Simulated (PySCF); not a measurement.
Compound: C₂H₁₁NOSi₂.
Atom-mapped SMILES: `[CH3:1][CH2:2][O:3][Si@@H:4]([NH2:5])[SiH3:6]` (hydrogens: H7, H8, H9 on C1; H10, H11 on C2; H12 on Si4; H13, H14 on N5; H15, H16, H17 on Si6)

Level: PBE0/pcSseg-1 and CAM-B3LYP/def2-SVPD in PySCF, non-relativistic, on one gas-phase PBE0-D3(BJ)/def2-SVP geometry that isn't relaxed in the solvent. The solvent is an IEF-PCM continuum (Bondi radii, 1.10 Å for H, scaled by 1.2). The model holds no explicit solvent molecules, cavitation or dispersion.

Gas phase at PBE0/pcSseg-1: HOMO -7.46 eV, LUMO 0.33 eV, dipole 2.42 D.

Q: What does the continuum do to the energy, the frontier levels and the dipole at PBE0/pcSseg-1 in cyclohexane and chloroform?

A: 
| solvent | ε | E(solvent) − E(gas) (kcal/mol) | polarisation term (kcal/mol) | distortion of the solute (kcal/mol) | HOMO (eV) | LUMO (eV) | dipole (D) |
| --- | --- | --- | --- | --- | --- | --- | --- |
| cyclohexane | 2.017 | -1.65 | -1.72 | 0.07 | -7.41 | 0.38 | 2.67 |
| chloroform | 4.711 | -3.06 | -3.31 | 0.25 | -7.38 | 0.39 | 2.89 |

Polarisation term: ½ Σ q·V over the induced surface charges. Distortion: the rise of the solute's own energy as its density leaves the gas-phase optimum. From cyclohexane to chloroform the lowering changes by a factor 1.86, Onsager's factor (ε − 1)/(2ε + 1) by 1.76 and ε itself by 2.3.

Q: Which radius a makes the point-dipole formula ΔE = −[(ε − 1)/(2ε + 1)]·μ²/a³ give the value in chloroform, with the gas-phase dipole?

A: μ = 0.952 au and |ΔE| = 0.00488 Eh give a = 2.14 Å; the farthest nucleus lies 4.08 Å from the centroid of the nuclei, so such a sphere wouldn't even hold the nuclei. The formula assumes a rigid point dipole at the centre of a sphere.

Q: Which Hirshfeld charges (PBE0/pcSseg-1) respond most in chloroform (means over atoms taken as equivalent)?

A: 
```tsv
atoms	environment	gas (e)	solvent (e)	change
O3	silyl ether oxygen	-0.235	-0.244	-0.009
H13/H14	N–H hydrogen	+0.120	+0.127	+0.007
H11	methylene hydrogen	+0.028	+0.032	+0.004
Si6	SiH3 silicon	+0.203	+0.199	-0.004
H10	methylene hydrogen	+0.032	+0.035	+0.003
Si4	oxygen-bound silicon	+0.348	+0.346	-0.002
C1	methyl carbon	-0.121	-0.123	-0.002
H12	Si–H hydrogen	-0.089	-0.091	-0.002
```

Q: Which Mayer bond orders change most in chloroform?

A: 
```json
{"bond": "Si4–N5", "length (Å)": "1.723", "gas": "1.039", "solvent": "1.061", "change": "+0.022"}
{"bond": "C2–O3", "length (Å)": "1.408", "gas": "0.894", "solvent": "0.884", "change": "-0.010"}
{"bond": "N5–H14", "length (Å)": "1.013", "gas": "0.942", "solvent": "0.934", "change": "-0.008"}
{"bond": "N5–H13", "length (Å)": "1.013", "gas": "0.944", "solvent": "0.938", "change": "-0.006"}
{"bond": "O3–Si4", "length (Å)": "1.675", "gas": "0.941", "solvent": "0.935", "change": "-0.006"}
{"bond": "Si4–Si6", "length (Å)": "2.336", "gas": "0.924", "solvent": "0.921", "change": "-0.003"}
{"bond": "Si6–H15", "length (Å)": "1.495", "gas": "0.931", "solvent": "0.928", "change": "-0.003"}
{"bond": "Si4–H12", "length (Å)": "1.498", "gas": "0.910", "solvent": "0.908", "change": "-0.002"}
```

Q: How do the nuclear quadrupole coupling constants eQVzz/h respond in chloroform?

A: 
```tsv
nucleus	Q (barn)	gas (MHz)	solvent (MHz)	η gas	η solvent
17O at O3	-0.0256	-10.06	-9.95	0.42	0.42
14N at N5	0.02044	-4.57	-4.37	0.32	0.30
```

Gas phase at CAM-B3LYP/def2-SVPD: HOMO -8.90 eV, LUMO 0.92 eV, dipole 2.19 D.

Q: What does the continuum do to the energy, the frontier levels and the dipole at CAM-B3LYP/def2-SVPD in chloroform?

A: 
```csv
solvent,ε,E(solvent) − E(gas) (kcal/mol),polarisation term (kcal/mol),distortion of the solute (kcal/mol),HOMO (eV),LUMO (eV),dipole (D)
chloroform,4.711,-2.92,-3.20,0.28,-8.82,1.09,2.71
```

Q: How does the static polarisability (CAM-B3LYP/def2-SVPD, frozen core, with the continuum's full static response) change?

A: 
| medium | isotropic (au) | principal values (au) | ⟨r²⟩ of the electrons (bohr²) |
| --- | --- | --- | --- |
| gas | 94.9 | 83.7, 92.2, 108.7 | 1316.5 |
| chloroform | 116.1 | 105.8, 113.6, 129.0 | 1315.9 |

The isotropic value in chloroform is 1.22 times the gas-phase one; no cavity-field correction is applied. ⟨r²⟩ is taken about the centre of nuclear charge.

Time: 42 s wall; peak memory 0.90 GiB. Hardware: Arm Neoverse N1, one thread (shared host). This is the whole shielding run at PBE0/pcSseg-1 in chloroform, SCF included.

The values belong to the conformer `[CH3:1][CH2:2][O:3][Si@@H:4]([NH2:5])[SiH3:6]`: C1–C2–O3–Si4 -171°, C2–O3–Si4–N5 59°, H–N5–Si4–O3 67°, H–N5–Si4–O3 -92°.
